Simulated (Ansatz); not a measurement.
H6InN3, SMILES `[NH2][In]([NH2])[NH2]`, 10 atoms. The species carries charge 0 and has multiplicity 1. Correlated methods include outer-core shells of In, which these sets cover unevenly. In takes the def2 core potential. All runs use 4 threads of an Intel Xeon 6975P-C on a shared host. Correlated methods freeze the cores.

Problem. Give the basis size and wall time and peak host memory of each of these runs in Ansatz. RKS r2SCANh-D4/def2-TZVPP energy; RKS ωB97M-V/def2-QZVPP energy; RKS PBE0-D4/def2-TZVP frequencies; RKS B3LYP-D4/def2-TZVPP energy and forces; RKS ωB97M-V/def2-SVP energy; RHF-CCSD(T)/def2-TZVPP energy; RKS PBE0-D4/def2-SVP energy; RKS PBE0-D4/def2-TZVP relaxation (6 steps); RHF-MP2/def2-QZVPP energy; direct RPA on PBE orbitals/def2-TZVPP energy; RKS CAM-B3LYP-D4/def2-TZVPP energy; RKS ωB97X-V/def2-TZVPP energy. (Best estimate.)

Solution. The calculation gave: Other jobs shared the machine, so times are rough.

| level | job | functions | wall time | peak host memory (GiB) |
| --- | --- | --- | --- | --- |
| RKS PBE0-D4/def2-SVP | energy | 98 | 0.6 s | 0.21 |
| RKS CAM-B3LYP-D4/def2-TZVPP | energy | 227 | 1.5 s | 0.57 |
| RKS ωB97M-V/def2-SVP | energy | 98 | 1.7 s | 0.31 |
| RKS r2SCANh-D4/def2-TZVPP | energy | 227 | 1.8 s | 0.51 |
| RKS B3LYP-D4/def2-TZVPP | energy and forces | 227 | 1.9 s | 0.57 |
| RKS ωB97X-V/def2-TZVPP | energy | 227 | 3.1 s | 0.63 |
| direct RPA on PBE orbitals/def2-TZVPP | energy | 227 | 4.4 s | 0.55 |
| RKS ωB97M-V/def2-QZVPP | energy | 433 | 8 s | 1.6 |
| RHF-MP2/def2-QZVPP | energy | 433 | 8.5 s | 2.1 |
| RKS PBE0-D4/def2-TZVP | relaxation (6 steps) | 179 | 9.5 s | 0.45 |
| RHF-CCSD(T)/def2-TZVPP | energy | 227 | 32 s | 4.6 |
| RKS PBE0-D4/def2-TZVP | frequencies | 179 | 79 s | 0.46 |

B3LYP here is the variant with VWN-RPA as its local correlation; programs differ in this.
